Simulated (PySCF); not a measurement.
Si(Me)3(Cl), SMILES C[Si](C)(C)Cl (C3H9ClSi), PBE0/def2-SVP optimised geometry.

```
14

C     -0.78    -2.05    -1.55
Si    -0.22    -1.16     0.00
C     -0.78    -2.05     1.55
C     -0.78     0.63     0.00
Cl     1.88    -1.16     0.00
H     -1.88    -2.08    -1.60
H     -0.40    -1.54    -2.45
H     -0.40    -3.09    -1.56
H     -0.40    -1.55     2.45
H     -1.88    -2.08     1.60
H     -0.41    -3.09     1.56
H     -1.88     0.69     0.00
H     -0.40     1.16    -0.89
H     -0.40     1.16     0.89
```

Density from PySCF 2.14.0 with PBE0/def2-TZVP at that geometry.

Minimum of the electron density along straight lines between bonded atoms, close to the bond critical point (lines longer than 1.1 times the sum of covalent radii, or with two minima, are not listed):

```
bond     length / Å  ρ at the minimum / e bohr⁻³  ∇²ρ there / e bohr⁻⁵  position (fraction from the first atom)
-------  ----------  ---------------------------  --------------------  ---------------------------------------
C1–Si2        1.872                        0.124                  0.18                                     0.61
Si2–C3        1.872                        0.124                  0.18                                     0.39
Si2–C4        1.872                        0.124                  0.18                                     0.39
Si2–Cl5       2.096                        0.091                  0.20                                     0.36
C1–H6         1.102                        0.265                 -0.86                                     0.64
C1–H7         1.101                        0.266                 -0.87                                     0.64
C1–H8         1.101                        0.266                 -0.87                                     0.64
C3–H9         1.101                        0.266                 -0.87                                     0.64
C3–H10        1.102                        0.265                 -0.86                                     0.64
C3–H11        1.101                        0.266                 -0.87                                     0.64
C4–H12        1.102                        0.265                 -0.86                                     0.64
C4–H13        1.101                        0.266                 -0.87                                     0.64
C4–H14        1.101                        0.266                 -0.87                                     0.64
```
